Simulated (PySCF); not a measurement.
A structure optimised at PBE-D3(BJ)/def2-TZVPD, used in a PySCF frequency run:

```xyz
2

Cs     0.0000     0.0000    -0.6940
Cl     0.0000     0.0000     2.2453
```

Q: Write its SMILES, formula and point group.

A: [Cl][Cs], ClCs, C∞v

Q: What are its rotational constants (standard atomic weights)?

A: 2.0902 GHz (linear rotor, B only)
